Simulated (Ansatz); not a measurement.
Isolated molecules relaxed with PBE0-D4/def2-TZVP in Ansatz; ΔE leaves out vibrations. CBS: MP2 limit from def2 TZ/QZ plus the TZ coupled-cluster correction, frozen cores. This one scheme is used for every species. One conformer a species, not always the lowest.

Reaction (formal exchange of groups at the Si–H bond): `NBO[SiH3]` + `N=C=CF` → `NBO[SiH2]F` + `C=C=N`

```tsv
species	MP2/def2-QZVPP energy (Eh)
`NBO[SiH3]`	-447.38552
`N=C=CF`	-231.62103
`NBO[SiH2]F`	-546.63875
`C=C=N`	-132.48194
```

Work out ΔE.

ΔE = (-546.63875) + (-132.48194) − (-447.38552) − (-231.62103) = -0.11414 Eh = -299.7 kJ/mol. CCSD(T)/CBS gives -286.9 kJ/mol.

Largest T1 diagnostic among the species: 0.015.

From PBE to PBE0 (25 % exact exchange), in def2-TZVPP and without D4, ΔE moves by −9.5 kJ/mol.
